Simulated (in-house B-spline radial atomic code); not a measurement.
Sb III (Sb2+) is squeezed into an impenetrable sphere of radius R (the orbitals vanish at R). Computed with an all-electron radial atomic-structure program (B-spline basis): non-relativistic PBE, spin-polarised, spherical fractional occupations, point nucleus.

Energies in eV above the free ion in [Kr] 4d10 5s2 5p1:

```csv
R (bohr),highest level (eV),[Kr] 4d10 5s2 5p1,[Kr] 4d10 5s2 5d1,[Kr] 4d10 5s1 5p1 5f1,-dE/dV in [Kr] 4d10 5s2 5p1 (GPa)
8.95,-20.5,0.0002708,10.61,28.53,0.000618
5.59,-20.1,0.2398,12.01,38.68,1.26
5.26,-19.9,0.4485,12.66,41.03,2.63
4.12,-17.4,3.713,18.98,55.48,34.5
3.72,-15,7.729,25.07,65.65,88.3
3.13,-7.1,23.26,45.46,93.95,391
2.51,16.1,81.01,112.1,172.2,2370
2.23,39.9,151.4,188.2,254.4,6100
1.85,107,389.6,435.3,508.5,26100
1.35,378,1713,1763,1818,266000
```

(1) Does [Kr] 4d10 5s2 5d1 fall below [Kr] 4d10 5s2 5p1 under compression?

(2) Does [Kr] 4d10 5s1 5p1 5f1 fall below [Kr] 4d10 5s2 5p1 under compression?

The highest level is first positive in the row R = 2.51 bohr, pushed up by confinement above the zero of the free ion's potential. Each configuration is held fixed and needn't be the lowest in the sphere.

Answers

(1) No, it stays above over the whole range.

(2) No, it stays above over the whole range.
